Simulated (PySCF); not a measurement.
These are PBE-D3(BJ)/def2-TZVP // B3LYP-D3(BJ)/def2-TZVP run with PySCF values and carry that method's errors. All species are isolated molecules in the gas phase. One relaxed conformer stands for a flexible species; it need not be the lowest. Excitations are Tamm–Dancoff values on a coarser integration grid. The basis has no diffuse functions, so Rydberg states are missing or too high.

Reference species (SMILES): `CN(B)B` (neutral, multiplicity 1).

The LUMO is -2.31 eV and the T1 excitation (TDA) is 4.79 eV.

Changed species: `BC(B)N`.

### Question
Predict the effect on the LUMO and T1 excitation (TDA).

### Answer
the LUMO drops by 0.39 eV, to -2.70 eV; the T1 excitation (TDA) drops by 2.04 eV, to 2.75 eV.
